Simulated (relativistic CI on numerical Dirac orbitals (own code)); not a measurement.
**Fe3+ in a cubic cluster: 1s photoemission with charge transfer**

Computed with a charge-transfer multiplet model of a cubic metal-ligand cluster with up to 2 ligand holes, Slater and spin-orbit integrals from Dirac-Coulomb-Breit ions, Slater integrals scaled by 0.8. The parameters are those of a tetrahedral site (10Dq negative, t2 hopping the larger). The ground state mixes d5 with configurations of k ligand holes L, whose averages lie at kΔ + k(k − 1)U_dd/2; a core hole lowers each added d electron by U_cd. 300 K, Lorentzian 1.1 eV and Gaussian 0.6 eV FWHM.

Atomic integrals in eV (Slater integrals scaled, ζ unscaled), ground: F2dd 9.587, F4dd 5.993, zeta_d 0.056; with the core hole: F2dd 10.923, F4dd 6.860, zeta_d 0.082, G2cd 0.060.

Cluster parameters (eV): U_dd = 5.4, U_cd = 6.6, 10Dq = -0.15, 10Dq(ligand) = 0, V(eg) = 0.88, V(t2g) = -1.49, final-state hopping factor = 0.9.

| Case | n_d | d5 | d6L | d7L2 | S |
| --- | --- | --- | --- | --- | --- |
| Δ = 0.5 eV | 5.38 | 0.65 | 0.33 | 0.03 | 2.50 |
| Δ = 1.5 eV | 5.29 | 0.73 | 0.26 | 0.02 | 2.50 |
| Δ = 2.5 eV | 5.22 | 0.79 | 0.20 | 0.01 | 2.50 |

Weights, n_d and S are thermal averages at 300 K. Binding energies count from the first peak over 30 % of the highest in each spectrum, which can be another peak from case to case. The parameters are a model scan and need not match a compound or its usual spin state. Peaks in eV (height, largest 100):
- Δ = 0.5 eV: 0.0 (100), 5.0 (34), 6.2 (33), 8.8 (14)
- Δ = 1.5 eV: 0.0 (100), 5.2 (49), 8.7 (7)
- Δ = 2.5 eV: 0.0 (100), 5.0 (51)

For the case Δ = 0.5 eV, Δ = 0.5 eV is smaller than U_dd = 5.4 eV, the charge-transfer side of the Zaanen-Sawatzky-Allen scheme. With the core hole the configuration with one ligand hole lies at Δ − U_cd = -6.1, -5.1, -4.1 eV from the one without, in the order of the table; where this is negative the screened configuration lies lower.

With at most 2 ligand holes the space is cut while the next configuration still counts, so covalency is underestimated, and a final configuration with one more ligand hole, which can lie low, is missing from the spectra.
